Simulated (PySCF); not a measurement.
# C3H5FO2Si2: full NMR table

* Formula: C3H5FO2Si2
* SMILES: O=C1O[SiH2]C=C1[SiH2]F
* Point group of the computed structure: Cs
* Degrees of unsaturation: 3
* Carbon signals: 3
* Proton signals: 3

Bonds (- single, = double, # triple, : aromatic): O1=C2 1.201 Å, C2-O3 1.343 Å, O3-Si4 1.659 Å, Si4-C5 1.888 Å, C5=C6 1.338 Å, C6-Si7 1.879 Å, Si7-F8 1.617 Å, C6-C2 1.480 Å. Si4 carries H9, H10; C5 carries H11; Si7 carries H12, H13.

[PySCF: GFN2-xTB geometry; NMR shieldings at PBE0/pcSseg-1/GIAO; one averaged value for each set of equivalent atoms; isolated molecule; a single conformation; no relativistic terms]

δ = σ(ref) − σ, references computed at the same level: 1H (σref 31.72), 13C (σref 186.93), 29Si (σref 349.16) vs TMS; 19F (σref 170.95) vs CFCl3; 17O (σref 336.08) against H2O.

```tsv
carbon	δC, type	δH (multiplicity)	HMBC from (2–3 bonds)	span of the C tensor (ppm)
C2	176.0, C	–	H11, H12/H13, H9/H10	151
C5	169.2, CH	8.11 (m)	H12/H13, H9/H10	284
C6	162.1, C	–	H11, H12/H13, H9/H10	234
```

Other nuclei:
```json
{"atoms": "H12/H13", "nucleus": "1H", "environment": "hydrogen on a silicon bonded to C, F", "δ (ppm)": "5.51", "σ (ppm)": "26.21"}
{"atoms": "H9/H10", "nucleus": "1H", "environment": "hydrogen on a silicon bonded to C, O, in a 5-membered ring", "δ (ppm)": "5.28", "σ (ppm)": "26.44"}
{"atoms": "F8", "nucleus": "19F", "environment": "fluorine bonded to Si", "δ (ppm)": "-232.6", "σ (ppm)": "403.6"}
{"atoms": "Si7", "nucleus": "29Si", "environment": "silicon bonded to C, F, 2 H", "δ (ppm)": "-9.1", "σ (ppm)": "358.3"}
{"atoms": "Si4", "nucleus": "29Si", "environment": "silicon bonded to C, O, 2 H, in a 5-membered ring", "δ (ppm)": "-11.4", "σ (ppm)": "360.5"}
{"atoms": "O1", "nucleus": "17O", "environment": "carbonyl oxygen", "δ (ppm)": "458.8", "σ (ppm)": "-122.8"}
{"atoms": "O3", "nucleus": "17O", "environment": "oxygen bonded to C, Si, in a 5-membered ring", "δ (ppm)": "181.9", "σ (ppm)": "154.1"}
```

- Carbon types of the structure: 2 × C, 1 × CH, leaving 4 H on heteroatoms.
- δC 176.0: carbonyl carbon.
- δC 169.2: β carbon of a C=C–C=O unit; conjugation with the carbonyl draws π density from the β position.
- δC 162.1: α carbon of a C=C–C=O unit; an sp2 carbon of a C=C bond.
- δH 8.11: hydrogen on a β carbon of a C=C–C=O unit.
- δH 5.28: hydrogen on a silicon bonded to C, O, in a 5-membered ring.

Splittings by 19F in the carbon and heteronuclear signals aren't shown, as no couplings were computed. Shifts are as computed. Against solution values, carbons near 30 ppm lie about +3 ppm off and those near 130 ppm about +5 ppm. Of 1211 compounds with measured shifts, 218 miss one by over three times the rms of a fit or turn the order of signals round; such compounds aren't used in these exercises. Unscaled 19F shifts against computed CFCl3 carry errors that often reach 10 to 50 ppm. Unscaled 17O shifts of doubly bonded oxygen tend to come out too high, by tens of ppm or more. Experimental scales use liquid or dissolved standards, which lie at an offset from isolated H2O (liquid H2O: subtract about 36 ppm). Multiplicities follow the n + 1 count of equivalent neighbours, as no J values were calculated; m marks all less simple cases, F and P coupling included.
